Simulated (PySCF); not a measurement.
PySCF input for W(NH)(NMe)(OH)2 (CH₆N₂O₂W), SMILES C[N]=[W](=[NH])([OH])[OH], multiplicity 1, TDDFT-PBE/def2-SVPD. Geometry: PBE0-D3(BJ)/def2-SVP. The multiplicity is an assumed one; other spin states were not compared. The def2 effective core potentials stand for the cores of W; spin–orbit coupling is left out. Other conformers were not sampled.

```python
import numpy as np
from pyscf import gto, scf, dft, tdscf

mol = gto.M(
    atom='''
    W    -0.04740841   -0.06851428    0.20852417
    N     0.94093973   -1.50091767    0.42947716
    H     1.63908788   -2.19301910    0.17889210
    N     0.22510494    0.62097765   -1.37350364
    C     0.68537001    0.81176339   -2.69847757
    H    -0.14912632    0.75012355   -3.41878353
    H     1.14719341    1.80799978   -2.81265492
    H     1.43928048    0.05653307   -2.98526657
    O    -1.88902327   -0.57256524    0.29327436
    H    -2.16633889   -1.42268214    0.64966495
    O     0.47281518    1.22444562    1.51368986
    H     0.65325815    2.14505801    1.30069634
    ''',
    basis='def2-SVPD',
    ecp={'W': 'def2-svp'},
    charge=0,
    spin=0,
    max_memory=1600,
    verbose=4,
)
mf = dft.RKS(mol, xc='pbe').density_fit(auxbasis='def2-universal-jkfit')
mf.grids.level = 3
mf.conv_tol = 1e-9
mf.max_cycle = 100
mf.kernel()
mf.grids = dft.Grids(mol).set(level=1).build(with_non0tab=True)  # coarser grid for the response kernel
td = tdscf.TDDFT(mf)
td.singlet = True
td.nstates = 10
td.conv_tol = 1e-4
td.positive_eig_threshold = 1e-6
td.kernel(x0=td.get_init_guess(mf, 15))
td.analyze()
tt = tdscf.TDA(mf)
tt.singlet = False
tt.nstates = 4
tt.conv_tol = 1e-4
tt.positive_eig_threshold = 1e-6
tt.kernel(x0=tt.get_init_guess(mf, 9))
tt.analyze(verbose=3)
```

It prints:

```
PySCF version 2.14.0

[INPUT] verbose = 4
[INPUT] num. atoms = 12
[INPUT] num. electrons = 56
[INPUT] charge = 0
[INPUT] spin (= nelec alpha-beta = 2S) = 0
[INPUT] symmetry False subgroup None
[INPUT] Mole.unit = angstrom
[INPUT] Symbol           X                Y                Z      unit          X                Y                Z       unit  Magmom
[INPUT]  1 W     -0.047408410000  -0.068514280000   0.208524170000 AA   -0.089588910901  -0.129473224822   0.394053571652 Bohr   0.0
[INPUT]  2 N      0.940939730000  -1.500917670000   0.429477160000 AA    1.778118389422  -2.836323331820   0.811594209156 Bohr   0.0
[INPUT]  3 H      1.639087880000  -2.193019100000   0.178892100000 AA    3.097427187294  -4.144205484940   0.338057074848 Bohr   0.0
[INPUT]  4 N      0.225104940000   0.620977650000  -1.373503640000 AA    0.425386685887   1.173477687976  -2.595545710693 Bohr   0.0
[INPUT]  5 C      0.685370010000   0.811763390000  -2.698477570000 AA    1.295161612890   1.534010485048  -5.099383560582 Bohr   0.0
[INPUT]  6 H     -0.149126320000   0.750123550000  -3.418783530000 AA   -0.281807902764   1.417528069086  -6.460564550874 Bohr   0.0
[INPUT]  7 H      1.147193410000   1.807999780000  -2.812654920000 AA    2.167881356806   3.416624417474  -5.315147481710 Bohr   0.0
[INPUT]  8 H      1.439280480000   0.056533070000  -2.985266570000 AA    2.719845923633   0.106832019281  -5.641336226120 Bohr   0.0
[INPUT]  9 O     -1.889023270000  -0.572565240000   0.293274360000 AA   -3.569736623230  -1.081991492046   0.554208219757 Bohr   0.0
[INPUT] 10 H     -2.166338890000  -1.422682140000   0.649664950000 AA   -4.093787195094  -2.688479606910   1.227688828229 Bohr   0.0
[INPUT] 11 O      0.472815180000   1.224445620000   1.513689860000 AA    0.893491197737   2.313866876223   2.860459272931 Bohr   0.0
[INPUT] 12 H      0.653258150000   2.145058010000   1.300696340000 AA    1.234478992140   4.053572160205   2.457959853824 Bohr   0.0

nuclear repulsion = 291.746561293309
number of shells = 79
number of NR pGTOs = 276
number of NR cGTOs = 189
basis = def2-SVPD
ecp = {'W': 'def2-svp'}


[settings echo left out]
init E= -356.123037107847
  HOMO = -0.488057074947562  LUMO = -0.313115239160077  gap/eV = 4.76041
cycle= 1 E= -367.955938399346  delta_E= -11.8  |g|= 1.47  |ddm|= 8.28
  HOMO = -0.0411722734256692  LUMO = 0.00640017930510695  gap/eV = 1.29451
cycle= 2 E= -365.415926954168  delta_E= 2.54  |g|= 3.69  |ddm|= 5.18
  HOMO = -0.180311260717609  LUMO = -0.0172038701107553  gap/eV = 4.43838
cycle= 3 E= -368.213400909531  delta_E= -2.8  |g|= 0.851  |ddm|= 4.14
  HOMO = -0.216870635171838  LUMO = -0.0715614217064434  gap/eV = 3.95407
cycle= 4 E= -368.360285079617  delta_E= -0.147  |g|= 0.46  |ddm|= 1.25
  HOMO = -0.233637378711319  LUMO = -0.0675049585510299  gap/eV = 4.52069
cycle= 5 E= -368.396016317284  delta_E= -0.0357  |g|= 0.234  |ddm|= 0.497
  HOMO = -0.214721184724871  LUMO = -0.0526291205125802  gap/eV = 4.41075
cycle= 6 E= -368.407897633938  delta_E= -0.0119  |g|= 0.0553  |ddm|= 0.228
  HOMO = -0.215429117857936  LUMO = -0.0525568478292825  gap/eV = 4.43198
cycle= 7 E= -368.408169709193  delta_E= -0.000272  |g|= 0.0413  |ddm|= 0.071
  HOMO = -0.215700706539756  LUMO = -0.0530702955687299  gap/eV = 4.42540
cycle= 8 E= -368.408535779936  delta_E= -0.000366  |g|= 0.0118  |ddm|= 0.0412
  HOMO = -0.215881892817921  LUMO = -0.0530085635221205  gap/eV = 4.43201
cycle= 9 E= -368.408567550237  delta_E= -3.18e-05  |g|= 0.00324  |ddm|= 0.0108
  HOMO = -0.215884246317762  LUMO = -0.0529109349831504  gap/eV = 4.43473
cycle= 10 E= -368.408569261828  delta_E= -1.71e-06  |g|= 0.00175  |ddm|= 0.00406
  HOMO = -0.215947685594853  LUMO = -0.0529270440093677  gap/eV = 4.43602
cycle= 11 E= -368.408569540062  delta_E= -2.78e-07  |g|= 0.00132  |ddm|= 0.00231
  HOMO = -0.215922938893712  LUMO = -0.0529326289740227  gap/eV = 4.43519
cycle= 12 E= -368.408569891854  delta_E= -3.52e-07  |g|= 9.26e-05  |ddm|= 0.00129
  HOMO = -0.215915850324609  LUMO = -0.0529267510895335  gap/eV = 4.43516
cycle= 13 E= -368.408569892183  delta_E= -3.29e-10  |g|= 7.93e-05  |ddm|= 0.000183
  HOMO = -0.215919643967856  LUMO = -0.0529317474264504  gap/eV = 4.43513
cycle= 14 E= -368.40856989365  delta_E= -1.47e-09  |g|= 4.16e-06  |ddm|= 8.13e-05
  HOMO = -0.215919709217518  LUMO = -0.0529319052403683  gap/eV = 4.43512
cycle= 15 E= -368.408569893651  delta_E= -7.96e-13  |g|= 2.73e-06  |ddm|= 5.46e-06
  HOMO = -0.215919081210665  LUMO = -0.0529314417572785  gap/eV = 4.43512
Extra cycle  E= -368.408569893633  delta_E= 1.8e-11  |g|= 7.54e-06  |ddm|= 8.87e-06
converged SCF energy = -368.408569893633
tot grids = 49552
Overwritten attributes  positive_eig_threshold  of <class 'pyscf.tdscf.rks.CasidaTDDFT'>


******** <class 'pyscf.tdscf.rks.CasidaTDDFT'> for <class 'pyscf.df.df_jk.DFRKS'> ********
nstates = 10 singlet
deg_eia_thresh = 1.000e-03
wfnsym = None
conv_tol = 0.0001
eigh lindep = 1e-12
eigh level_shift = 0
eigh max_cycle = 100


Excitation energies (eV)
[4.53156204 4.75508824 5.01434483 5.08752806 5.3155416  5.32658707
 5.3903569  5.53632721 5.63550345 5.76852233]

** Singlet excitation energies and oscillator strengths **
Excited State   1:      4.53156 eV    273.60 nm  f=0.0034
      27 -> 29       -0.12373
      28 -> 29       -0.67381
      28 -> 30       -0.16432
Excited State   2:      4.75509 eV    260.74 nm  f=0.0031
      27 -> 29       -0.16505
      27 -> 30       -0.14231
      28 -> 29       -0.11836
      28 -> 30        0.63460
      28 -> 31        0.17255
Excited State   3:      5.01434 eV    247.26 nm  f=0.0068
      27 -> 29        0.55723
      27 -> 30       -0.29487
      28 -> 31        0.28014
Excited State   4:      5.08753 eV    243.70 nm  f=0.0036
      27 -> 30       -0.44868
      28 -> 31       -0.53419
Excited State   5:      5.31554 eV    233.25 nm  f=0.0257
      26 -> 29        0.50772
      27 -> 29       -0.17097
      27 -> 30       -0.28132
      27 -> 31       -0.21319
      28 -> 30       -0.11936
      28 -> 31        0.17424
      28 -> 33        0.14529
Excited State   6:      5.32659 eV    232.76 nm  f=0.0234
      26 -> 29       -0.48028
      27 -> 29       -0.17987
      27 -> 30       -0.25638
      27 -> 31       -0.23805
      28 -> 30       -0.12804
      28 -> 31        0.18292
      28 -> 33        0.17475
Excited State   7:      5.39036 eV    230.01 nm  f=0.0006
      28 -> 32        0.69309
Excited State   8:      5.53633 eV    223.95 nm  f=0.0076
      27 -> 29       -0.12459
      27 -> 30       -0.11648
      27 -> 31        0.60229
      27 -> 32        0.17763
      28 -> 33        0.21765
Excited State   9:      5.63550 eV    220.01 nm  f=0.0058
      26 -> 30        0.61300
      26 -> 31        0.14948
      27 -> 32        0.21336
      28 -> 34       -0.15566
Excited State  10:      5.76852 eV    214.93 nm  f=0.0032
      25 -> 29        0.41235
      26 -> 30       -0.14248
      27 -> 32        0.48855
      28 -> 33       -0.23115

** Transition electric dipole moments (AU) **
state          X           Y           Z        Dip. S.      Osc.
  1         0.0336     -0.1126      0.1307      0.0309      0.0034
  2        -0.0708     -0.1306      0.0674      0.0266      0.0031
  3         0.1013     -0.0585      0.2037      0.0552      0.0068
  4         0.0868     -0.0289      0.1428      0.0288      0.0036
  5         0.0700      0.2968     -0.3227      0.1972      0.0257
  6        -0.0087      0.3482     -0.2405      0.1791      0.0234
  7        -0.0437      0.0514      0.0023      0.0046      0.0006
  8        -0.1001      0.0747     -0.2009      0.0560      0.0076
  9         0.0554     -0.1717     -0.0970      0.0419      0.0058
 10        -0.0034      0.0079      0.1503      0.0227      0.0032

WARN: ECP detected. Skipping calculation of transition velocity and magnetic dipole moments, which have not yet been implemented.

Overwritten attributes  positive_eig_threshold  of <class 'pyscf.tdscf.rks.TDA'>


******** <class 'pyscf.tdscf.rks.TDA'> for <class 'pyscf.df.df_jk.DFRKS'> ********
nstates = 4 triplet
deg_eia_thresh = 1.000e-03
wfnsym = None
conv_tol = 0.0001
eigh lindep = 1e-12
eigh level_shift = 0
eigh max_cycle = 100


Excitation energies (eV)
[4.19529999 4.35295243 4.49969544 4.818953  ]

** Triplet excitation energies and oscillator strengths **
Excited State   1:      4.19530 eV    295.53 nm  f=0.0000
Excited State   2:      4.35295 eV    284.83 nm  f=0.0000
Excited State   3:      4.49970 eV    275.54 nm  f=0.0000
Excited State   4:      4.81895 eV    257.28 nm  f=0.0000
```

The run converged.
